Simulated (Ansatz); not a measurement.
This geometry of BFH5OSi (9 atoms, charge 1, multiplicity 1) is a first-order saddle point.

The calculation used RKS LDA/def2-SVP (Ansatz 0.2.0).

```xyz
9
Properties=species:S:1:pos:R:3
O -0.362 1.129 -0.253
B 0.756 0.304 -0.115
Si -0.125 -1.569 0.388
F -1.611 -0.716 0.261
H -0.376 2.091 -0.486
H -1.254 0.516 -0.057
H 1.862 0.758 -0.285
H 0.625 -0.943 1.536
H 0.486 -1.569 -0.989
```

Task: Which two structures does it join? (They come from a converged band through this point; their orientation in space is the band's.)

Result: Bonds formed: B2–H8, B2–H9.

First end point:

```xyz
9
Properties=species:S:1:pos:R:3
O -0.409 1.280 -0.344
B 0.810 0.612 -0.223
Si 0.203 -1.240 0.345
F -1.435 -0.669 0.276
H -0.540 2.224 -0.609
H -1.217 0.539 -0.084
H 1.832 1.210 -0.454
H 0.449 -1.627 1.767
H 0.307 -2.329 -0.673
```

Last end point:

```xyz
9
Properties=species:S:1:pos:R:3
O -0.404 0.971 -0.374
B 0.736 0.093 -0.099
Si -0.203 -1.832 0.581
F -1.610 -0.935 0.366
H -0.343 1.953 -0.380
H -1.287 0.528 -0.121
H 1.833 0.565 -0.288
H 0.682 -0.360 1.122
H 0.598 -0.984 -0.808
```

Task: How far does it lie above each of them?

Result: 40.6 kcal/mol above the first and 39.0 kcal/mol above the second. This is the barrier of this one path; another mechanism may lie lower. Limits of this set-up: the dipole of an ion depends on the origin.

Run time: 58 s on 2 threads of Intel(R) Xeon(R) Platinum 8259CL CPU @ 2.50GHz (Skylake/Cascade Lake), on a shared host, peak memory 0.13 GiB.
